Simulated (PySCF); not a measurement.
# Two-component Hartree-Fock for Yb⁺ (ytterbium, charge +1)

Start: [Xe] 4f13 5d1 6s1; 4f5/2 filled at m_j = -5/2, -3/2, -1/2, +1/2, +3/2, +5/2; 4f7/2 filled at m_j = -5/2, -3/2, -1/2, +1/2, +3/2, +5/2, +7/2; 5d5/2 filled at m_j = +5/2; 6s1/2 filled at m_j = +1/2. Calculated with PySCF 2.14 in x2c-TZVPall-2c with one added diffuse shell each of s, p, d, f type (12s12p11d5f1g, 147 functions): generalised Hartree-Fock with the X2C-1e Hamiltonian and a Gaussian nucleus; spin-orbit coupling (SO) screened by Boettger's factors. This is a chosen level, not necessarily the ground level.

```csv
spinor shell,electrons,"ε, screened SO (eV)",weight of nominal j (screened SO),"rms radius, screened SO (bohr)"
1s1/2,2,-61646.5,1.000,0.0223
2s1/2,2,-10587.2,1.000,0.0901
2p1/2,2,-10079.4,1.000,0.0768
2p3/2,4,-9027.1,1.000,0.0838
3s1/2,2,-2454.7,1.000,0.231
3p1/2,2,-2230.8,1.000,0.222
3p3/2,4,-2002.9,1.000,0.237
3d3/2,4,-1626.4,1.000,0.210
3d5/2,6,-1576.5,1.000,0.214
4s1/2,2,-523.11,1.000,0.519
4p1/2,2,-431.44,0.999,0.530
4p3/2,4,-378.56,1.000,0.562
4d3/2,4,-227.47,0.994,0.597
4d5/2,6,-216.02,0.996,0.609
5s1/2,2,-78.088,1.000,1.29
5p1/2,2,-49.562,0.996,1.44
4f5/2,6,-29.939,0.951,0.803
4f7/2,7,-27.654,0.958,0.827
6s1/2,1,-12.452,1.000,3.74
5d5/2,1,-12.166,1.000,2.75
```

Question: Where does 5p3/2 lie, and what is the 5p spin-orbit splitting (screened SO)?

Answer: At -42.933 eV, 6.629 eV above 5p1/2.

```
   quantity   screened SO
E (hartree)  -14062.10229
        M_J          13/2
       ⟨J²⟩        48.759
       ⟨L²⟩        30.106
       ⟨S²⟩         3.860
```

Each row is a mean over spinors that exchange with the open shell spreads, by up to 10.246 eV (4d5/2).

Breit and QED terms are absent; they matter most for the inner s and p1/2 levels.

Densities and radii are taken from the X2C orbitals without a picture-change correction, which distorts them close to the nucleus.
